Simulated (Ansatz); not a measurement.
Program: Ansatz 0.2.0.

CH$_{5}$NSSn (`N=[C](S)[SnH3]`) at its PBE0-D4/def2-TZVP geometry, where that method's forces vanish. Charge 0, multiplicity 1. Sn: def2 effective core potential.

```tsv
atom	x (Å)	y (Å)	z (Å)
N1	-0.865	1.806	-0.416
C2	-0.389	0.653	-0.620
S3	-0.409	0.084	-2.292
Sn4	0.434	-0.648	0.915
H5	-0.826	2.076	0.564
H6	0.159	-1.111	-2.067
H7	0.294	0.239	2.366
H8	-0.462	-2.097	0.988
H9	2.064	-1.002	0.562
```

**Question.** For each bond, give half the difference of the two atoms' forces along it (eV/Å; positive pushes the atoms apart) under PBE-D4, r2SCAN-D4, B3LYP-D4, ωB97M-V in def2-TZVPP. (Estimate.)

**Answer.** The calculation gave: 
```tsv
bond	length (Å)	PBE-D4	r2SCAN-D4	B3LYP-D4	ωB97M-V
N1–C2	1.264	0.62	0.28	0.04	0.07
N1–H5	1.018	0.16	-0.04	-0.07	-0.03
C2–S3	1.766	0.02	0.07	0.16	0.18
C2–Sn4	2.174	-0.11	-0.04	0.10	-0.11
S3–H6	1.342	0.25	0.00	-0.03	-0.09
Sn4–H7	1.707	0.10	-0.01	0.00	-0.08
Sn4–H8	1.705	0.07	-0.02	0.01	-0.06
Sn4–H9	1.705	0.07	-0.02	0.01	-0.06
```

B3LYP here is the variant with VWN-RPA as its local correlation; programs differ in this.
